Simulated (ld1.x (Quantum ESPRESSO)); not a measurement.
Before and after: TM potential for silicon

```
Element                 : silicon
Generator               : ld1.x (Quantum ESPRESSO) 7.5
Type                    : norm-conserving Troullier–Martins (Kleinman–Bylander form)
Functional              : PBE
Relativity              : scalar-relativistic
Frozen core             : [Ne]
Valence charge          : 4
Reference configuration : 3s2 3p1 (charge +1)
Partial waves           : 3p (bound): rc 1.60 bohr; 3s (bound): rc 1.40 bohr
Local potential         : the s channel
Core correction         : none
```

Change: all radii scaled by about 1.38 (s 1.94, p 2.20 bohr).

Cutoffs: the cutoffs (Ry, on a coarse ladder) from which the occupation-weighted sum of valence levels, in a spherical-Bessel basis at the reference potential, stays within 10 and 1 mRy of its value at 400 Ry; they do not see the model core or the augmentation charge, which bear on the density cutoff. Errors are all-electron minus pseudo energies relative to the spin-unpolarised reference configuration.

Task: Predict the effect on cutoff, ghosts and configuration errors.

Result: The potential gets softer (35 Ry and 70 Ry → 15 Ry and 35 Ry); of the 7 tests that both files solve, the error grows in 3 and shrinks in 2 by more than 15 % and 0.3 meV (median size 2.1 → 3.4 meV); neither file shows a bound ghost. A larger radius leaves more room for a smooth pseudo-wave, so fewer plane waves are needed.

| quantity | base | changed |
| --- | --- | --- |
| cutoff, loose | 35 Ry | 15 Ry |
| cutoff, tight | 70 Ry | 35 Ry |
| loose cutoff by channel (10 mRy a level) | p 6 Ry, s 25 Ry | p 6 Ry, s 12 Ry |
| bound ghosts | none | none |
| error for 3s2 3p2, meV [ΔE -7.74 eV] | +1.5 | +1.9 |
| error for 3s2 3p0, meV [ΔE 15.99 eV] | +1.6 | +3.4 |
| error for 3s1 3p0, meV [ΔE 49.96 eV] | +67 | +70 |
| error for 3s0 3p4, meV [ΔE 6.04 eV] | +20 | +9.9 |
| error for 3s2 3p2.3, meV [ΔE -8.67 eV] | +2.1 | +2.5 |
| error for 3s1 3p3, meV [ΔE -0.93 eV] | +5.2 | +3.5 |
| error for 3s2 3p1.5, meV [ΔE -4.82 eV] | +0.5 | +0.7 |
